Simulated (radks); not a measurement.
The numbers below are computed, except where a source is named.
Problem. Excited configurations of Yb III: one electron is placed in a higher orbital outside [Xe] 4f13. The ground configuration is [Xe] 4f14. Level of theory: scalar-relativistic Kohn-Sham, PBE, spin-polarised, spherical densities, point nucleus; open shells are filled with parallel spins first (spin-orbit coupling, left out, can overturn this in heavy ions) (a radial shooting solver on a logarithmic mesh with Libxc functionals). Excitation = E - E(ground); binding = E(ion) - E, where the ion is the core of charge +3; n* = 3/sqrt(2 binding) in atomic units, and the quantum defect is n - n*.

| outer orbital | excitation (eV) | binding (eV) | n* | quantum defect | eigenvalue (eV) | <r> (bohr) |
|---|---|---|---|---|---|---|
| 6p | 10.567 | 15.813 | 2.783 | 3.217 | -13.310 | 3.782 |
| 6d | 16.428 | 9.951 | 3.508 | 2.492 | -8.362 | 5.467 |
| 6f | 20.983 | 5.397 | 4.763 | 1.237 | -4.490 | 9.707 |
| 7s | 15.652 | 10.727 | 3.379 | 3.621 | -9.272 | 5.968 |
| 7p | 17.606 | 8.774 | 3.736 | 3.264 | -7.530 | 7.004 |

Estimate the row for 7d.

Solution. excitation (eV) 20.228; binding (eV) 6.151; n* 4.462; quantum defect 2.538; eigenvalue (eV) -5.252; <r> (bohr) 9.417. The Delta-SCF ionisation energy is 26.380 eV (NIST Atomic Spectra Database: 25.05 eV, semi-empirical). Self-interaction in the functional shifts the binding energies and quantum defects, so they are the method's values and not measured ones. Open shells are spherical and high-spin; term and fine-structure splittings are not resolved. Spin-orbit splitting is averaged out at the scalar-relativistic level.
